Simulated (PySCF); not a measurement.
Input for PySCF:
```python
from pyscf import gto, scf, dft

mol = gto.M(
    atom='''
Si   -0.006391   -0.001951    0.085235
H     0.045667    1.283842   -0.567511
H     0.043812   -1.256535   -0.625785
''',
    basis='def2-tzvpp',
    charge=0,
    spin=2,
    verbose=3,
)

mf = dft.UKS(mol)
mf.xc = 'pbe'
mf = mf.density_fit(auxbasis='def2-universal-jkfit')
mf.kernel()
```

**Question.** Give the dipole moment at the level PySCF with DF-PBE/def2-TZVPP.

**Answer.** 0.10 D

**Question.** What is the computed Mulliken (on the basis functions themselves) charges in atom order (DF-PBE/def2-TZVPP)?

**Answer.** Si1 -0.01, H2 0.01, H3 0.01

These values belong to the state on which the SCF converged, which isn't shown to be the lowest.
